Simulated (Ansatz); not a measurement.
Stepwise reaction of `[Cl][Zn][Cl]` with methanol, as a gas-phase model of exchange steps in deposition or etching. ΔE in kJ/mol; ΔG adds harmonic PBE0-D4 terms to CCSD(T)/CBS, at 1 bar.

Program: Ansatz. Geometries: PBE0-D4/def2-TZVP. ΔE: electronic, gas phase. CCSD(T)/CBS adds triple-zeta CCSD(T) − MP2 to the extrapolated MP2 energy (def2 sets, frozen cores). This one scheme is used for every species. DFT in def2-TZVPP. B3LYP here is the variant with VWN-RPA as its local correlation; programs differ in this. For Zn outer-core shells are correlated without core-valence functions, which leaves a few kJ/mol of doubt a bond. Scalar relativity is left out up to krypton. Each species was taken in one conformer, which may not be the lowest.

```csv
step,reaction,PBE-D4,B3LYP-D4,ωB97M-V,CCSD(T)/CBS,ΔG(600 K)
1,`[Cl][Zn][Cl]` + CH₃OH → `C[O][Zn][Cl]` + HCl,96.1,99.5,105.1,104.0,89.1
```

Problem. Give the row of step 2, `C[O][Zn][Cl]` + CH₃OH → `C[O][Zn][O]C` + HCl. (An estimate is asked.)

Solution. Computed: 
| step | reaction | PBE-D4 | B3LYP-D4 | ωB97M-V | CCSD(T)/CBS | ΔG(600 K) |
| --- | --- | --- | --- | --- | --- | --- |
| 2 | `C[O][Zn][Cl]` + CH₃OH → `C[O][Zn][O]C` + HCl | 97.3 | 101.0 | 106.6 | 106.4 | 101.6 |

Problem. By hand: ΔE of the 2 steps together at CCSD(T)/CBS.

Solution. (104.0) + (106.4) = 210.4 kJ/mol, or 105.2 kJ/mol a step.

In ΔE the steps differ by no more than 2.4 kJ/mol. All are uphill at CCSD(T)/CBS. ΔG lies between 89.1 and 101.6 kJ/mol a step. PBE-D4 differs from CCSD(T)/CBS by -9.1 to -7.9 kJ/mol a step. Isolated molecules leave out the surface, adducts and barriers. Largest T1 diagnostic: 0.017.
